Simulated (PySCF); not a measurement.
C₃H₉Si, SMILES C[Si](C)C, multiplicity 2.

Coordinates come from a B3LYP-D3(BJ)/def2-SVP optimisation. The isomer is the one that the SMILES or the coordinates give; other isomers of the formula were not compared.

Computed with B3LYP/def2-TZVP in PySCF.

The molecule is in vacuum.

Computed frontier levels, dipole moment and polarisability:
```json
{
 "α spin, highest occupied and lowest empty level": "-5.01 and 0.74 eV",
 "β spin, highest occupied and lowest empty level": "-8.25 and -1.93 eV",
 "dipole_moment": "0.59 D",
 "quadrupole, principal values (traceless, Buckingham form, about the centre of nuclear charge)": "-1.16, 0.58, 0.58 D·Å",
 "mean_static_polarisability": "68.0 bohr³ (10.08 Å³)",
 "polarisability_principal_values": "58.8, 72.6, 72.6 bohr³",
 "⟨S²⟩": "0.751 (pure state 0.75)"
}
```
